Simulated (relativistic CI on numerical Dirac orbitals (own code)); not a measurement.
# Slater and spin-orbit integrals, Pt38+

Method of calculation: Dirac-Coulomb-Breit CI, separate exchange-only KLI orbitals for each configuration, QED by a radiative potential, unscaled Slater integrals (own radial code, finite nucleus).

Slater integrals F^k, G^k are unscaled and averaged over j, outside the closed core [Ar] 3d10; ζ comes from projecting the Hamiltonian with its Breit term on Σ l·s of the shell.

- 4s²4p⁶4d⁴: F^2(4d,4d) = 254540, F^4(4d,4d) = 173400, ζ(4d) = 77872 cm⁻¹; <r>(4d) = 0.3938, <r^2>(4d) = 0.1773 (bohr units).
- 4s²4p⁶4d³4f: F^2(4d,4d) = 254380, F^4(4d,4d) = 173280, ζ(4d) = 77789, F^2(4d,4f) = 256410, F^4(4d,4f) = 166850, G^1(4d,4f) = 259150, G^3(4d,4f) = 180390, G^5(4d,4f) = 133090, ζ(4f) = 14131 cm⁻¹; <r>(4d) = 0.3941, <r^2>(4d) = 0.1776, <r>(4f) = 0.3679, <r^2>(4f) = 0.1532 (bohr units).
- 4s²4p⁵4d⁵: ζ(4p) = 628020, F^2(4d,4d) = 254480, F^4(4d,4d) = 173350, F^2(4p,4d) = 255320, G^1(4p,4d) = 316270, G^3(4p,4d) = 202740, ζ(4d) = 77587 cm⁻¹; <r>(4p) = 0.3927, <r^2>(4p) = 0.1747, <r>(4d) = 0.3939, <r^2>(4d) = 0.1774 (bohr units).

(1) Give the Racah parameters of the d shell in 4s²4p⁶4d⁴.

Averages of the first 10 configurations, taken without configuration mixing, which lowers the lowest level and can move excited configurations by several eV; other configurations of the list can lie among them:

| Configuration | Parity | States | Average energy above the lowest level (eV) |
| --- | --- | --- | --- |
| 4s²4p⁶4d⁴ | even | 210 | 61.8 |
| 4s²4p⁶4d³4f | odd | 1680 | 289.4 |
| 4s²4p⁵4d⁵ | odd | 1512 | 299.4 |
| 4s4p⁶4d⁵ | even | 504 | 499.8 |
| 4s4p⁶4d⁴4f | odd | 5880 | 725.1 |
| 4s²4p⁶4d³5s | even | 240 | 598.0 |
| 4s²4p⁶4d³5d | even | 1200 | 788.4 |
| 4s²4p⁶4d³5g | even | 2160 | 956.7 |
| 4p⁶4d⁶ | even | 210 | 942.6 |
| 4p⁵4d⁷ | odd | 720 | 1176.7 |

Answers

(1) B = F²/49 − 5F⁴/441 = 3229 cm⁻¹ and C = 35F⁴/441 = 13762 cm⁻¹.
